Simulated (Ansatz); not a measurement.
A calculation with Ansatz (development build ahead of 0.2.0).

```yaml
crystal:
  periodic: [false, false, false]
  atoms:
    - { symbol: Cr, position_ang: [0.0, 0.0, 0.0] }
    - { symbol: H, position_ang: [0.0, 0.0, 1.66] }
basis:
  gaussian: { orbitals: def2-SVP }
magnetization:
  spin_polarized: true
  initial_magnetization: 1
hamiltonian:
  xc: pbe0
output:
  forces: true
```

The input is written out in the form of the current development build from the run's settings.

Output:

* Converged: yes
* Total energy: -1044.56774 hartree
* Spin squared of the determinant: 2.754
* Stability test: minimum

Forces (eV/Å):
```csv
atom,Fx,Fy,Fz
Cr1,0.000,0.000,0.372
H2,0.000,0.000,-0.372
```

Caution: another spin multiplicity may lie lower; the unrestricted determinant is a mixture of spin states.
